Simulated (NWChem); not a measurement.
# Ionisation of HfO2

```
Hf
O 1 1.7984
O 1 1.7984 2 105.56
```
Charge 0, spin multiplicity 1.

The numbers come from NWChem runs, not from measurements. Structure: optimised with PBE/def2-SVP with def2 effective core potentials on Hf, a minimum by its harmonic frequencies.

Basis set: def2-TZVP. The species with one electron less has spin multiplicity 2 and keeps the geometry of the parent. Δ marks differences of total energies (open shells unrestricted). −ε marks an orbital energy of the parent. That orbital need not have the symmetry of the hole or added electron in the Δ rows.

Effective core potentials replace the inner electrons of Hf; spin-orbit coupling is left out. B3LYP has NWChem's definition, with VWN1-RPA local correlation. The structure started from a generated list of species. No SCF solution was tested for a lower state.

Task: For the first vertical ionisation energy, −ε(HOMO) of HF gives 10.24 eV and −ε(HOMO) of BHandHLYP gives 8.09 eV. What do −ε(HOMO) of PBE, −ε(HOMO) of B3LYP, ΔPBE give?

Result: −ε(HOMO) of PBE: 5.29 eV; −ε(HOMO) of B3LYP: 6.51 eV; ΔPBE: 8.84 eV.
